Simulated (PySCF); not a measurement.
Members of one family of related compounds. The calculation used TDDFT B3LYP/def2-SVPD, vertical, gas phase, core orbitals frozen in the response in PySCF 2.14.0, density-fitted response routines. Geometries: PBE0-D3(BJ)/def2-SVP; one conformer of each isolated species. Triplets are in the Tamm–Dancoff approximation. 'Strongest' means the level of largest summed f among the lowest 10 singlets; it needn't be the same kind of state in each.

Task: Rank by computed lowest singlet excitation energy, lowest first.
A. `O=CN[SiH]1CC1`
B. `CC(=O)[SiH]1CC1`
C. `c1([SiH]2CC2)occc1`
D. `C1=CC([SiH]2CC2)=CC=N1`
E. `C=N[SiH]1CC1`

Result: B (3.56 eV), E (4.10 eV), D (4.43 eV), C (5.08 eV), A (5.47 eV).

```
             SMILES  S1 (eV)  first f ≥ 0.01 (nm)  LUMO (eV)  f (S1)  strongest (eV)    S1 mainly
    CC(=O)[SiH]1CC1     3.56                  259      -1.58   0.001            4.78    H→L (98%)
       C=N[SiH]1CC1     4.10                  262      -1.30   0.000            4.73  H-1→L (99%)
c1cc([SiH]2CC2)ccn1     4.43                  268      -1.53   0.004            4.62  H-1→L (99%)
 c1coc([SiH]2CC2)c1     5.08                  244      -0.65   0.202            5.08    H→L (88%)
      O=CN[SiH]1CC1     5.47                  220      -0.39   0.008            6.59  H-1→L (67%)
```

H and L stand for HOMO and LUMO.

Mean S1 by what the SMILES shows (count): an aromatic ring 4.75 eV (2); a double or triple bond but no aromatic ring 4.37 eV (3).

- `CC(=O)[SiH]1CC1`: S1 has the pattern of n→π* at C=O.
- `C=N[SiH]1CC1`: Löwdin shares by element: HOMO carbon 50% or more, silicon 26%, nitrogen 5% (atoms not listed hold the other 19%); LUMO carbon 41% or more, nitrogen 32%, hydrogen 6% or more, silicon 6%.
- `c1cc([SiH]2CC2)ccn1`: Löwdin shares by element: HOMO carbon 52% or more, silicon 24% (atoms not listed hold the other 24%); LUMO carbon 44% or more, nitrogen 19% (atoms not listed hold the other 36%).
- `c1coc([SiH]2CC2)c1`: Löwdin shares by element: HOMO carbon 44% or more, silicon 15% (atoms not listed hold the other 41%); LUMO carbon 50% or more, oxygen 15% (atoms not listed hold the other 35%).
- `O=CN[SiH]1CC1`: Löwdin shares by element: HOMO carbon 50% or more, silicon 26%, nitrogen 6% (atoms not listed hold the other 18%); LUMO carbon 37% or more, oxygen 26%, nitrogen 15%, silicon 7% (atoms not listed hold the other 16%).
